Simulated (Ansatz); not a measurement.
The cluster Na2Cl2 (the lowest singlet isomer of a short search) was relaxed with PBE0-D4 (def2-TZVP) in Ansatz in these states: charge +1 doublet, neutral quintet, neutral singlet, neutral triplet. The geometries follow in no particular order.

A:

Cartesian coordinates in Å:
```
Na 1.610 -0.024 -1.638
Na -1.610 0.024 1.638
Cl -0.943 0.015 -0.927
Cl 0.943 -0.015 0.927
```

B:

```xyz
4

Na   -0.818   -0.881   -1.048
Na    0.818    0.881    1.048
Cl    1.270    0.501   -1.414
Cl   -1.270   -0.502    1.414
```

C:

| atom | x (Å) | y (Å) | z (Å) |
| --- | --- | --- | --- |
| Na1 | -0.708 | 1.938 | 0.559 |
| Na2 | 0.706 | -1.938 | -0.560 |
| Cl3 | -2.131 | -1.453 | 2.340 |
| Cl4 | 2.132 | 1.453 | -2.339 |

D:

```xyz
4

Na    2.140   -0.953    0.119
Na   -2.140    0.952   -0.120
Cl    0.138    0.147   -1.305
Cl   -0.138   -0.146    1.305
```

Problem. Judge from the bond lengths which geometry belongs to which state (an estimate).

Solution. A is the charge +1 doublet (Na1–Cl3 2.650 Å, Na2–Cl4 2.650 Å, Na2–Cl3 2.650 Å); B is the neutral singlet (Na1–Cl3 2.531 Å, Na2–Cl4 2.531 Å, Na2–Cl3 2.532 Å); C is the neutral quintet (Na1–Cl3 4.086 Å, Na2–Cl4 4.086 Å, Na2–Cl3 4.086 Å); D is the neutral triplet (Na1–Cl3 2.691 Å, Na2–Cl4 2.691 Å, Na2–Cl3 2.691 Å).

At PBE0-D4/def2-TZVP a singlet lies 9.97 eV below the neutral quintet. At PBE0-D4/def2-TZVP a singlet lies 4.38 eV below the neutral triplet. In the charge 1 doublet, Cl3 and Cl4 lie 2.64 Å apart (atoms count from 1), so these atoms are partly bonded to each other. In the triplet, Cl3 and Cl4 lie 2.64 Å apart (atoms count from 1), so these atoms are partly bonded to each other. These are the stationary points nearest to one start from a short search; other shapes may lie lower in each state. The neutral quintet has come apart into loosely held pieces.
